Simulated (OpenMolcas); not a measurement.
Ar3+: CASPT2 settings compared

```json
{
  "Program": "OpenMolcas",
  "Basis": "ANO-R1 [4s3p1d]",
  "Scalar Hamiltonian": "X2C, finite nucleus",
  "Active space": "5 electrons in 8 orbitals (3s 3p 4s 4p)",
  "State averaging": "2S+1 = 4 odd, 1 root; 2S+1 = 2 odd, 9 roots; 2S+1 = 4 even, 3 roots; 2S+1 = 2 even, 9 roots",
  "Spin-orbit coupling": "state interaction with AMFI integrals over the reference wave functions, term energies averaged over their components"
}
```

Methods on the same reference wave functions:
A. CASSCF
B. SS-CASPT2, IPEA 0.1 Eh, real shift 0.4 Eh (closed shells correlated: 2s 2p)
C. XMS-CASPT2, IPEA 0 Eh, imaginary shift 0.05 Eh (closed shells correlated: 2s 2p)
D. XMS-CASPT2, IPEA 0.4 Eh, real shift 0.4 Eh (closed shells correlated: 2s 2p)

Energies in cm⁻¹ above 3s² 3p³ ⁴S°_3/2, the measured ground level; measured values from Saloman, J. Phys. Chem. Ref. Data 39, 033101 (2010).

```csv
Level,A,B,C,D,Measured
3s² 3p³ ⁴S°_3/2,0.0,0.0,0.0,0.0,0.0
3s² 3p³ ²D°_3/2,25513,24130,24010,23890,21091
3s² 3p³ ²D°_5/2,25708,24280,24160,24050,21220
3s² 3p³ ²P°_1/2,35700,37560,37630,37200,34855
3s² 3p³ ²P°_3/2,35910,37720,37790,37370,35032
3s 3p⁴ ⁴P_5/2,123949,120780,116200,118300,117563
3s 3p⁴ ⁴P_3/2,124914,121750,117170,119260,118516
3s 3p⁴ ⁴P_1/2,125464,122300,117720,119810,119043
3s 3p⁴ ²D_3/2,173748,157620,152040,158270,145921
3s 3p⁴ ²D_5/2,173841,157720,152130,158360,145999
3s 3p⁴ ²S_1/2,198910,188770,185870,190260,177832
```

Deviations, from unrounded energies. A percentage is the sum of absolute deviations over the sum of measured energies, with the sign that they share, or ± where signs differ.

```json
{"Against measurement": "mean absolute deviation (cm-1)", "Levels": "10", "A": "11000", "B": "5600", "C": "3600", "D": "5000"}
{"Against measurement": "other terms of the ground configuration (%)", "Levels": "4", "A": "+9.5", "B": "+10.2", "C": "+10.2", "D": "+9.2"}
{"Against measurement": "other configurations (%)", "Levels": "6", "A": "+11.6", "B": "+5.3", "C": "±2.9", "D": "+4.8"}
```

C lies closest to measurement on these levels and A furthest from it. The largest miss of C in the table is 3s 3p⁴ ²S_1/2, by +8000 cm-1. The ranking rests on the paired levels alone, and a cruder setting can come out closer through cancelling errors.

Among B to D the level of the table that moves most is 3s 3p⁴ ²D_3/2, by 6200 cm-1 (lowest in C, highest in D). Moves below CASPT2's spread within the term are not significant.

From A to B the spin-free energies of the other terms of 3s² 3p³ shown, above ⁴S°, scale by factors of 0.94 to 1.05.

The lowest spin-free term lies below A's lowest term by 0.089 hartree in B, 0.092 hartree in C, 0.085 hartree in D.

Term energies are means over components that CASPT2 splits; among the terms shown or strongly mixed into the levels shown the widest spread is 1200 cm-1 (3s 3p⁴ ²D, D). Over all roots computed the reference weight is 0.93 to 0.98 in B, 0.83 to 0.97 in C, 0.93 to 0.98 in D; the roots of lowest weight are the least certain, and an intruder state may touch them. The run also gave levels led by 3s² 3p² 4p, which use shells meant for correlation; these and all levels above them are left out. Terms of s pⁿ other than that of highest spin mix with s² pⁿ⁻² d, which this space lacks; all of them can be thousands of cm-1 off, and some have no real level of that name. The basis is small and was not contracted for so high a charge. Computed and measured levels are paired by configuration, term and J; levels that our copy of the source lacks, or whose pairing is in doubt (as where it misses far off the trend of its configuration), stay unpaired and out of the deviations. Levels of configurations outside the active space are missing. The table leaves out levels that lie high or whose names do not pair safely across all columns.

° marks odd parity.
